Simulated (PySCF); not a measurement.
Compound: C4H6ClNSi.
SMILES with atom numbers: `[CH3:1]/[C:2](=[CH:3]\[Cl:4])[SiH2:5][C:6]#[N:7]` (hydrogens: H8, H9, H10 on C1; H11 on C3; H12, H13 on Si5)

The same species was optimised twice, with GFN2-xTB and with PBE0-D3(BJ)/def2-SVP (PySCF), and the same property calculations (PySCF, gas phase) were run on both structures.

```csv
coordinate,GFN2-xTB,PBE0-D3(BJ)/def2-SVP,change
C2–Si5 (Å),1.889,1.867,-0.022
C2=C3 (Å),1.327,1.341,+0.014
C6≡N7 (Å),1.145,1.160,+0.015
Si5–C6 (Å),1.871,1.864,-0.007
C3–Cl4 (Å),1.728,1.726,-0.002
C1–C2 (Å),1.497,1.498,+0.001
C3–C2–Si5 (°),119.8,116.2,-3.6
C2–Si5–C6 (°),105.4,107.7,+2.3
C1–C2–Si5 (°),116.8,118.8,+2.0
C1–C2–C3 (°),123.4,124.9,+1.5
Si5–C6–N7 (°),179.3,177.8,-1.5
C2–C3–Cl4 (°),124.7,124.4,-0.3
C1–C2–Si5–C6 (°),61,58,-3
```

Rotational constants: A = 3898, B = 765.4, C = 735.8 MHz (GFN2-xTB) against A = 3979, B = 759.5, C = 726.9 MHz (PBE0-D3(BJ)/def2-SVP). Point groups within 0.08 Å: C1 and C1.

On the GFN2-xTB structure: lowest triplet, Tamm–Dancoff (eV) 4.10 [B3LYP/def2-SVPD]; isotropic polarisability (au) 93.3 [B3LYP/def2-SVPD]; HOMO (eV) -7.62 [B3LYP/def2-SVPD]; LUMO (eV) -1.25 [B3LYP/def2-SVPD]; dipole (D) 3.31 [B3LYP/def2-SVPD]; HOMO (eV) -7.84 [PBE0/pcSseg-1]; LUMO (eV) -1.02 [PBE0/pcSseg-1]; dipole (D) 3.29 [PBE0/pcSseg-1]; GIAO shielding of C1 (ppm) 168.3 [PBE0/pcSseg-1]; GIAO shielding of C2 (ppm) 50.1 [PBE0/pcSseg-1]; GIAO shielding of C3 (ppm) 44.3 [PBE0/pcSseg-1]; GIAO shielding of Cl4 (ppm) 711.2 [PBE0/pcSseg-1]; GIAO shielding of Si5 (ppm) 418.0 [PBE0/pcSseg-1]; GIAO shielding of C6 (ppm) 64.3 [PBE0/pcSseg-1]; GIAO shielding of N7 (ppm) -98.7 [PBE0/pcSseg-1].

Task: What do these properties become on the PBE0-D3(BJ)/def2-SVP structure?

Result: 
```csv
property,level,on GFN2-xTB,on PBE0-D3(BJ)/def2-SVP,change
"lowest triplet, Tamm–Dancoff (eV)",B3LYP/def2-SVPD,4.10,3.99,-0.11
isotropic polarisability (au),B3LYP/def2-SVPD,93.3,94.7,+1.4
HOMO (eV),B3LYP/def2-SVPD,-7.62,-7.64,-0.02
LUMO (eV),B3LYP/def2-SVPD,-1.25,-1.37,-0.12
dipole (D),B3LYP/def2-SVPD,3.31,3.20,-0.11
"energy, GFN2-xTB geometry as zero (kcal/mol)",B3LYP/def2-SVPD,0.0,-1.4,-1.4
HOMO (eV),PBE0/pcSseg-1,-7.84,-7.87,-0.03
LUMO (eV),PBE0/pcSseg-1,-1.02,-1.15,-0.13
dipole (D),PBE0/pcSseg-1,3.29,3.16,-0.13
"energy, GFN2-xTB geometry as zero (kcal/mol)",PBE0/pcSseg-1,0.0,-0.9,-0.9
GIAO shielding of C1 (ppm),PBE0/pcSseg-1,168.3,167.5,-0.8
GIAO shielding of C2 (ppm),PBE0/pcSseg-1,50.1,48.9,-1.2
GIAO shielding of C3 (ppm),PBE0/pcSseg-1,44.3,40.4,-3.9
GIAO shielding of Cl4 (ppm),PBE0/pcSseg-1,711.2,702.1,-9.1
GIAO shielding of Si5 (ppm),PBE0/pcSseg-1,418.0,417.3,-0.7
GIAO shielding of C6 (ppm),PBE0/pcSseg-1,64.3,60.7,-3.6
GIAO shielding of N7 (ppm),PBE0/pcSseg-1,-98.7,-109.2,-10.5
```

The heavy atoms differ by 0.053 Å rms after alignment. Among bonds between heavy atoms C2–Si5 changes most (-0.022 Å). Changes are differences of the printed values. Neither structure is proved a minimum here.

Conformer computed: `[CH3:1]/[C:2](=[CH:3]\[Cl:4])[SiH2:5][C:6]#[N:7]`: C1–C2–Si5–C6 58°.
